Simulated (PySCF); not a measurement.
(CdO)2 ring, Cd2O2 (singlet state).
Bonds: Cd1–O2, Cd1–O4, O2–Cd3, Cd3–O4.

Method used: PySCF, PBE0-D3(BJ)/def2-SVP geometry optimisation, gas phase, def2 core potentials past Kr.

Problem. How far are the bound atoms from Cd1?

Solution. 2 atoms: O2 2.090 Å, O4 2.090 Å. The nearest atom not counted as bound is Cd3, at 2.72 Å.

Problem. What is the shape at Cd1?

Solution. Bent: angle 98.9°.

Problem. Give some angles away from the centre.

Solution. Cd1–O2–Cd3 81.1°.

Problem. What are the rotational constants (commonest isotopes, rigid rotor)?

Solution. A = 6260, B = 1202, C = 1008 MHz: a near-prolate asymmetric top.

Point group: D2h (every atom within 0.08 Å of its image). Charge 0, singlet. Not checked by PBE0-D3(BJ)/def2-SVP frequencies.


(KH)3 ring, K₃H₃.
Hydrogens: H2, H6 on K1; H2, H4 on K3; H4, H6 on K5.

Method used: PBE0-D3(BJ)/def2-SVP geometry optimisation, gas phase in PySCF 2.14.0.

**Question.** How far are the bound atoms from K1?

**Answer.** 2 atoms: H2 2.463 Å, H6 2.464 Å. The nearest atom not counted as bound is K3, at 4.29 Å.

**Question.** What is the shape at K1?

**Answer.** Bent: angle 117.4°.

**Question.** Give some angles away from the centre.

**Answer.** K1–H2–K3 121.3°, K1–H6–K5 123.3°.

Charge 0, singlet. PBE0-D3(BJ)/def2-SVP frequencies: not computed here.


Compound: (NaBr)2 ring, Na₂Br₂.
Bonds: Na1–Br2, Na1–Br4, Br2–Na3, Na3–Br4.

Method: PBE0-D3(BJ)/def2-SVP geometry optimisation, gas phase (PySCF).

Question: How far are the bound atoms from Na1?

Answer: 2 atoms: Br2 2.687 Å, Br4 2.689 Å. The nearest atom not counted as bound is Na3, at 3.28 Å.

Question: What is the shape at Na1?

Answer: Bent: angle 104.9°. Differences among atoms that D2h makes equivalent are scatter left by the optimiser.

Question: Give some angles away from the centre.

Answer: Na1–Br2–Na3 75.1°.

Question: What are the rotational constants (commonest isotopes, rigid rotor)?

Answer: A = 4090, B = 705.3, C = 601.5 MHz: a near-prolate asymmetric top.

Point group: D2h (tolerance 0.08 Å). Charge 0, singlet. Stationary, but not proved a minimum.
